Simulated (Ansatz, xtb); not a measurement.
## C7H7NO: which of two isomers lies lower

We compare I, `C#C/C=C\C(=C)NC=O`, a singlet, with II, `C#C/C=C/C(=C)NC=O`, a singlet. Both are isolated molecules in the gas phase, relaxed with r2SCAN-D4/def2-SVP; each stands in its lowest conformer found.

Question: Estimate E(II) − E(I) at the level CCSD(T)/def2-SVP + ΔMP2/def2-TZVPP.

Answer: CCSD(T)/def2-SVP + ΔMP2/def2-TZVPP gives E(II) − E(I) = +0.059 eV, favouring structure I, but this leans on the basis-set step: CCSD(T) alone gives +0.020 eV.

The same difference at several levels:

```tsv
level	geometry	E(II) − E(I) (eV)	departure from the last row (eV)	job, with rough time for the two
GFN2-xTB	GFN2-xTB	+0.066	+0.007	optimisation, 0.28 s
HF/STO-3G	GFN2-xTB	−0.041	−0.100	single point, 1.2 s
r2SCAN-D4/def2-SVP//GFN2-xTB	GFN2-xTB	+0.077	+0.018	single point, 13 s
r2SCAN-D4/def2-SVP	r2SCAN-D4/def2-SVP	+0.084	+0.025	optimisation, 3 min
HF/def2-SVP	r2SCAN-D4/def2-SVP	−0.021	−0.081	part of the CCSD(T) run
MP2/def2-SVP	r2SCAN-D4/def2-SVP	+0.039	−0.020	part of the CCSD(T) run
CCSD(T)/def2-SVP	r2SCAN-D4/def2-SVP	+0.020	−0.039	single point
CCSD(T)/def2-SVP + ΔMP2/def2-TZVPP	r2SCAN-D4/def2-SVP	+0.059		single point, 8.6 min
```

As drawn, both hold the same kinds of bond in the same numbers.

HF/STO-3G puts the two in the other order. HF/def2-SVP, CCSD(T)/def2-SVP find them nearly level. The largest departure from CCSD(T)/def2-SVP + ΔMP2/def2-TZVPP is that of HF/STO-3G, 0.100 eV. The last row adds to CCSD(T) the change of the MP2 difference between the two basis sets, here +0.039 eV.

With thermal terms from frequencies at re-optimised GFN2-xTB minima (ideal gas, soft modes damped towards free rotors, one conformer each, 298.15 K, 1 atm): the zero-point term adds −0.010 eV; ΔH is +0.057 and ΔG +0.036 eV.

The correlated steps freeze 9 core orbitals. Programs: Ansatz 0.2.0, xtb 6.7.1; the last row on 2 threads of Arm Neoverse N1 on a shared host.
